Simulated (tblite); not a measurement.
C6H6N2O (charge +1 and doublet state).
SMILES with atom numbers: `[CH2:1]=[N:2][C@@H:3]1[CH+:4][CH:5][C@@H:6]([C:7]#[N:8])[O:9]1` (hydrogens: H10, H11 on C1; H12 on C3; H13 on C4; H14 on C5; H15 on C6)

Structure optimised with GFN2-xTB, isolated species. This method treats the open shell by occupation alone, without spin polarisation.

Some entries are withheld.

| coordinate | value |
| --- | --- |
| C1=N2 | 1.237 Å |
| N2–C3 | ? |
| C3–C4 | ? |
| C4–C5 | 1.331 Å |
| C5–C6 | 1.498 Å |
| C6–C7 | ? |
| C7≡N8 | ? |
| C6–O9 | 1.410 Å |
| C3–O9 | 1.396 Å |
| C1–H10 | 1.087 Å |
| C1–H11 | 1.093 Å |
| C3–H12 | 1.112 Å |
| C4–H13 | 1.073 Å |
| C5–H14 | 1.074 Å |
| C6–H15 | 1.104 Å |
| C1–N2–C3 | ? |
| N2–C3–C4 | 115.1° |
| N2–C3–O9 | 111.1° |
| C4–C3–O9 | 106.0° |
| C3–C4–C5 | 108.8° |
| C4–C5–C6 | 109.0° |
| C5–C6–C7 | 111.3° |
| C5–C6–O9 | 105.7° |
| C7–C6–O9 | ? |
| C6–C7–N8 | 178.0° |
| C3–O9–C6 | ? |

Problem. Estimate the withheld lengths and angles.

Solution. 
- N2–C3 = 1.431 Å, drawn single (ends: nitrogen bonded to 2 C; carbon bonded to C, N, O and H); 0.04 Å below the sum of covalent radii, 1.47 Å.
- C3–C4 = 1.502 Å, drawn single (ends: carbon bonded to C, N, O and H; carbon bonded to 2 C and H); 0.01 Å above the sum of covalent radii, 1.49 Å.
- C6–C7 = 1.469 Å, drawn single (ends: carbon bonded to 2 C, O and H; carbon bonded to C and N); 0.02 Å above the sum of covalent radii, 1.45 Å.
- C7≡N8 = 1.136 Å, drawn triple (ends: carbon bonded to C and N; nitrogen bonded to C); 0.26 Å below the sum of covalent radii, 1.40 Å.
- C1–N2–C3 = 130.9°, at the nitrogen bonded to 2 C; the outer atoms are 2.428 Å apart.
- C7–C6–O9 = 110.0°, at the carbon bonded to 2 C, O and H; the outer atoms are 2.359 Å apart.
- C3–O9–C6 = 110.5°, at the oxygen bonded to 2 C, inside a 5-membered ring; the outer atoms are 2.305 Å apart.

Radii are Cordero's, carbon taken as 0.76, 0.73 or 0.69 Å for four, three, and two or fewer neighbours.

Its GFN2-xTB frequencies are all real (lowest 74 cm⁻¹). Torsions: C1–N2–C3–C4 163°.

On an Arm Neoverse V1 with one thread, no GPU (shared host), this took 1.4 s. This is the geometry optimisation.

One conformer stands for the species.

These are computed values.
